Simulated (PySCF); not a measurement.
Fill in the blanks.

Compound: C3H9BO.
SMILES: `CBOCC`

Conformer (atom-mapped SMILES and torsion angles): `[CH3:1][BH:2][O:3][CH2:4][CH3:5]`: C1–B2–O3–C4 178°, B2–O3–C4–C5 -112°.

```csv
property,level,value
point group,PBE0-D3(BJ)/def2-SVP,?
"rotational constants A, B, C",PBE0-D3(BJ)/def2-SVP,?
dipole moment,CAM-B3LYP/def2-SVPD,1.18 D
HOMO energy,CAM-B3LYP/def2-SVPD,-9.79 eV
LUMO energy,CAM-B3LYP/def2-SVPD,1.17 eV
lowest singlet excitation,TDDFT CAM-B3LYP/def2-SVPD,"6.72 eV (184 nm, f = 0.003)"
strongest line among the 10 lowest singlet transitions,TDDFT CAM-B3LYP/def2-SVPD,"S7 at 9.19 eV (135 nm, f = 0.228)"
lowest triplet excitation (Tamm–Dancoff),TDA CAM-B3LYP/def2-SVPD,6.21 eV
static isotropic polarisability,CAM-B3LYP/def2-SVPD,?
vertical ionisation energy,ΔSCF CAM-B3LYP/def2-SVPD,?
electronic spatial extent ⟨r²⟩ about the centre of nuclear charge,CAM-B3LYP/def2-SVPD,621 bohr²
13C chemical shifts (computed TMS as zero) by class,GIAO PBE0/pcSseg-1,"71.5 (1 C), 20.2 (1 C), 7.5 (1 C) ppm"
1H chemical shifts (computed TMS as zero) by class,GIAO PBE0/pcSseg-1,"5.27 (1 H), 4.07 (2 H), 1.25 (3 H), 0.47 (3 H) ppm"
"isotropic shieldings of nuclei other than C and H, by class",GIAO PBE0/pcSseg-1,?
largest of the computed one-bond spin–spin couplings (means over like bonds),"B3LYP/pcJ-1, spin–dipole term left out for some pairs",?
core binding energies,"ΔSCF SCAN, pcX-2 on the ionised atom, pcseg-1 elsewhere, spin-free X2C",?
```

Gas-phase values; electronic properties from PySCF, density fitting. Geometry: PBE0-D3(BJ)/def2-SVP, one conformer, isolated molecule. NMR classes are plain means over equivalent atoms (diastereotopic ones count apart unless rotation or inversion swaps them), as if these changed places fast; in this geometry the members of some classes differ.

Question: Give the rotational constants A, B, C.

Answer: 16.501, 2.242, 2.172 GHz.

Question: What are the core binding energies?

Answer: B1s 196.2, C1s 290.0, C1s 290.9, C1s 292.3, O1s 538.5 eV.

Question: Give the static isotropic polarisability.

Answer: 58.0 au.

Question: The largest of the computed one-bond spin–spin couplings (means over like bonds)?

Answer: 13C–1H +146.9 (×2), 11B–1H +137.6, 13C–1H +133.2 (×3), 13C–1H +124.6 (×3), 13C–11B +63.5, 13C–13C +40.7, 17O–13C +18.8, 17O–11B -4.5 Hz.

Question: The isotropic shieldings of nuclei other than C and H, by class?

Answer: 51 (1 B), 108 (1 O) ppm.

Question: The point group?

Answer: C1.

Question: The vertical ionisation energy?

Answer: 10.73 eV.

No computed singlet falls in the visible range (750 to 380 nm, 1.65 to 3.26 eV); S1 lies 3.46 eV above its blue end. The rotational constants make it an asymmetric top with κ = (2B − A − C)/(A − C) = -0.99, nearer the prolate limit (−1). A dipole of 1.18 D is allowed in C1, and pure rotational transitions are dipole-allowed. The polarisability is 8.59 Å³ as a volume (1 au = 0.148185 Å³), or 1.45 au for each of the 40 electrons. The vertical singlet–triplet gap S1 − T1 is 0.51 eV (TDDFT singlet less Tamm–Dancoff triplet; S1: HOMO→LUMO+1, weight 0.49, beside HOMO→LUMO, weight 0.43; T1: HOMO→LUMO+1, weight 0.48, beside HOMO→LUMO, weight 0.41).
